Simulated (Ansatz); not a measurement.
The cluster BeS₂⁻, relaxed as a doublet with UKS PBE0-D4/def2-TZVPD in Ansatz, starting from the GFN1-xTB geometry. Force threshold 0.02 eV/Å.

The relaxation made no stability test and no search for a lower SCF solution. The structure comes from a short search, and lower isomers may exist.

Start:

Cartesian coordinates in Å:
```
Be -0.530 -0.417 -0.705
S 0.758 -0.945 0.672
S -0.228 1.362 0.033
```

```csv
step,energy (eV),largest force component (eV/Å),SCF passes
1,-22065.6866,2.928,23
2,-22066.5742,2.170,28
3,-22067.1297,0.904,28
4,-22067.4615,0.967,27
5,-22067.6584,0.435,28
6,-22067.7325,0.054,27
7,-22067.7337,0.013,23
```

Force components are those of the run's own axes.

End:

```xyz
3

Be   -0.0009   -0.0006   -0.0011
S     0.7108   -1.6642    0.4598
S    -0.7100    1.6648   -0.4587
```

By distances, no bond broke or formed. The bond that changes most is Be1–S2, from 1.96 to 1.87 Å (atoms count from 1). The end is the same structure that another start reached, the lowest one found.

No frequencies were taken in this run, so the end may be a saddle point.

Hardware: 4 threads of Arm Neoverse V2 on a shared host. Wall time 6 s.
